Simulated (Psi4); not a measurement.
H3ClGeSi (SMILES [SiH3][Ge][Cl]), singlet, geometry from GFN2-xTB; B3LYP/def2-TZVPPD (Psi4).

Psi4 was given this input:
```
memory 2 GB

molecule {
0 1
  Ge   -0.03523040   -0.12564572    0.78646939
  Cl   -1.20718567   -1.18268507   -0.69654550
  Si    1.21889905    1.35175608   -0.72728274
  H     2.61276185    1.51452975   -0.27853377
  H     0.66550002    2.71781292   -0.72310998
  H     1.30668049    0.96938116   -2.14214485
}

set basis def2-tzvppd

energy('b3lyp')
print_variables()
```

Task: What does Psi4 print? Leave out banner, timings and long lists.

Result: 
```
   => Loading Basis Set <=

    Name: DEF2-TZVPPD
    Role: ORBITAL
    Keyword: BASIS

         ---------------------------------------------------------
                                   SCF
               by Justin Turney, Rob Parrish, Andy Simmonett
                          and Daniel G. A. Smith
                              RKS Reference
         ---------------------------------------------------------

  ==> Geometry <==

    Molecular point group: c1
    Full point group: C1

    Geometry (in Angstrom), charge = 0, multiplicity = 1:

       Center              X                  Y                   Z               Mass
    ------------   -----------------  -----------------  -----------------  -----------------
         GE           0.008348718085    -0.071427490468     0.713098954154    73.921177761000
         CL          -1.163606551915    -1.128466840468    -0.769915935846    34.968852682000
         SI           1.262478168085     1.405974309532    -0.800653175846    27.976926534650
         H            2.656340968085     1.568747979532    -0.351904205846     1.007825032230
         H            0.709079138085     2.772031149532    -0.796480415846     1.007825032230
         H            1.350259608085     1.023599389532    -2.215515285846     1.007825032230

  Running in c1 symmetry.

  Rotational constants: A =      0.19905  B =      0.07918  C =      0.05771 [cm^-1]
  Rotational constants: A =   5967.40288  B =   2373.69610  C =   1730.09057 [MHz]
  Nuclear repulsion =  302.754923753571234

  Charge       = 0
  Multiplicity = 1
  Electrons    = 66
  Nalpha       = 33
  Nbeta        = 33

  ==> Algorithm <==

  SCF Algorithm Type is DF.
  DIIS enabled.
  MOM disabled.
  Fractional occupation disabled.
  Guess Type is SAD.
  Energy threshold   = 1.00e-06
  Density threshold  = 1.00e-06
  Integral threshold = 1.00e-12

  ==> Primary Basis <==

  Basis Set: DEF2-TZVPPD
    Blend: DEF2-TZVPPD
    Number of shells: 72
    Number of basis functions: 204
    Number of Cartesian functions: 229
    Spherical Harmonics?: true
    Max angular momentum: 3

  ==> DFT Potential <==

   => LibXC <=

    Version 7.1.2
    S. Lehtola, C. Steigemann, M. J. T. Oliveira, and M. A. L. Marques,  SoftwareX 7, 1–5 (2018) (10.1016/j.softx.2017.11.002)

   => Composite Functional: B3LYP <=

    B3LYP Hyb-GGA Exchange-Correlation Functional

    P. J. Stephens, F. J. Devlin, C. F. Chabalowski, and M. J. Frisch,  J. Phys. Chem. 98, 11623 (1994) (10.1021/j100096a001)

    Deriv               =              1
    GGA                 =           TRUE
    Meta                =          FALSE

    Exchange Hybrid     =           TRUE
    MP2 Hybrid          =          FALSE

   => Exchange Functionals <=

    0.0800   Slater exchange
    0.7200         Becke 88

   => Exact (HF) Exchange <=

    0.2000               HF

   => Correlation Functionals <=

    0.1900   Vosko, Wilk & Nusair (VWN5_RPA)
    0.8100   Lee, Yang & Parr

   => LibXC Density Thresholds  <==

    XC_HYB_GGA_XC_B3LYP:  1.00E-15

   => Molecular Quadrature <=

    Radial Scheme          =       TREUTLER
    Pruning Scheme         =           NONE
    Nuclear Scheme         =       TREUTLER

    Blocking Scheme        =         OCTREE
    BS radius alpha        =              1
    Pruning alpha          =              1
    Radial Points          =             75
    Spherical Points       =            302
    Total Points           =         131287
    Total Blocks           =           1067
    Max Points             =            255
    Max Functions          =            193
    Weights Tolerance      =       1.00E-15

   => Loading Basis Set <=

    Name: (DEF2-TZVPPD AUX)
    Role: JKFIT
    Keyword: DF_BASIS_SCF

  ==> Integral Setup <==

  SCF_SUBTYPE=INCORE selected. In-core MEM_DF algorithm will be used.
  Using in-core AOs.

  ==> MemDFJK: Density-Fitted J/K Matrices <==

    J tasked:                   Yes
    K tasked:                   Yes
    wK tasked:                   No
    Algorithm:                 Core
    Schwarz Cutoff:           1E-12
    Mask sparsity (%):       5.6613
    Fitting Condition:        1E-10

   => Auxiliary Basis Set <=

  Basis Set: (DEF2-TZVPPD AUX)
    Blend: DEF2-UNIVERSAL-JKFIT
    Number of shells: 154
    Number of basis functions: 576
    Number of Cartesian functions: 741
    Spherical Harmonics?: true
    Max angular momentum: 5

  Minimum eigenvalue in the overlap matrix is 1.8681259009E-04.
  Reciprocal condition number of the overlap matrix is 2.4180024169E-05.
    Using symmetric orthogonalization.

  ==> Pre-Iterations <==

  SCF Guess: Superposition of Atomic Densities via on-the-fly atomic UHF (no occupation information).

   -------------------------
    Irrep   Nso     Nmo
   -------------------------
     A        204     204
   -------------------------
    Total     204     204
   -------------------------

  ==> Iterations <==

                           Total Energy        Delta E     RMS |[F,P]|

   @DF-RKS iter SAD: -2824.96444711046661   -2.82496e+03   0.00000e+00
   @DF-RKS iter   1: -2826.97989474783617   -2.01545e+00   1.53581e-02 ADIIS/DIIS
   @DF-RKS iter   2: -2820.70859344474093    6.27130e+00   3.71706e-02 ADIIS/DIIS
   @DF-RKS iter   3: -2828.54592539250598   -7.83733e+00   3.49535e-03 ADIIS/DIIS
   @DF-RKS iter   4: -2828.61667718231274   -7.07518e-02   6.23338e-04 ADIIS/DIIS
   @DF-RKS iter   5: -2828.62321560892724   -6.53843e-03   3.19700e-04 ADIIS/DIIS
   @DF-RKS iter   6: -2828.62535091908603   -2.13531e-03   6.11219e-05 DIIS
   @DF-RKS iter   7: -2828.62544813761315   -9.72185e-05   1.43598e-05 DIIS
   @DF-RKS iter   8: -2828.62545283887630   -4.70126e-06   3.28978e-06 DIIS
   @DF-RKS iter   9: -2828.62545305282129   -2.13945e-07   4.44715e-07 DIIS
  Energy and wave function converged.

  ==> Post-Iterations <==

   Electrons on quadrature grid:
      Ntotal   =   65.9999954862 ; deviation = -4.514e-06

    Orbital Energies [Eh]
    ---------------------

    Doubly Occupied:

[...]
    Virtual:

[...]
    Final Occupation by Irrep:
              A
    DOCC [    33 ]
    NA   [    33 ]
    NB   [    33 ]

  @DF-RKS Final Energy: -2828.62545305282129

   => Energetics <=

    Nuclear Repulsion Energy =            302.7549237535712336
    One-Electron Energy =               -4537.0343021527578458
    Two-Electron Energy =                1509.8117818963455647
    DFT Exchange-Correlation Energy =    -104.1578565499803233
    Empirical Dispersion Energy =           0.0000000000000000
    VV10 Nonlocal Energy =                  0.0000000000000000
    Total Energy =                      -2828.6254530528212854

Computation Completed

Properties will be evaluated at   0.000000,   0.000000,   0.000000 [a0]

Properties computed using the SCF density matrix

 Multipole Moments:

 ------------------------------------------------------------------------------------
     Multipole            Electronic (a.u.)      Nuclear  (a.u.)        Total (a.u.)
 ------------------------------------------------------------------------------------

 L = 1.  Multiply by 2.5417464519 to convert [e a0] to [Debye]
 Dipole X            :         -5.2190927            5.4352712            0.2161785
 Dipole Y            :         -6.6018364            6.7622014            0.1603650
 Dipole Z            :          9.6087796           -9.1509019            0.4578777
 Magnitude           :                                                    0.5311328

 ------------------------------------------------------------------------------------

  Variable Map:
  ----------------------------------------------------------------------------
[...]
  Array Variable Map:
  ----------------------------------------------------------------------------
[...]
[...]
```
